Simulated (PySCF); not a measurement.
# A thermochemical cycle for CsLi

MP2 in PySCF with def2-SVP on every atom (core potentials on Cs), for the lowest determinant that a PBE0 search found; no spin–orbit coupling. CsLi, a singlet (closed shell), has De = 0.35 eV to neutral atoms, and CsLi⁺, a doublet (σ ↑), has De = 0.34 eV to Cs⁺ + Li.

At the same level the Cs atom ionises at 3.73 eV.

What is the adiabatic ionisation energy of the molecule, and does ionisation strengthen or weaken the bond?

IE = IE(Cs) + De(neutral) − De(ion) = 3.73 + 0.35 − 0.34 = 3.74 eV. De changes by -0.01 eV, so ionisation hardly changes the bond energy.

Correlated steps freeze no core orbitals. Weak bonds: CsLi, CsLi⁺. Basis-set superposition, not corrected here, can be much of De in a small basis, most of all at correlated wavefunction levels. Spin–orbit coupling is left out. For an ion De counts to the pair picked by the measured ionisation energies or electron affinities, which need not be the lowest pair at this level. Where the molecule has an RHF reference, its open-shell atoms are computed with UHF. States were picked by a PBE0 search and need not be the measured ground states.
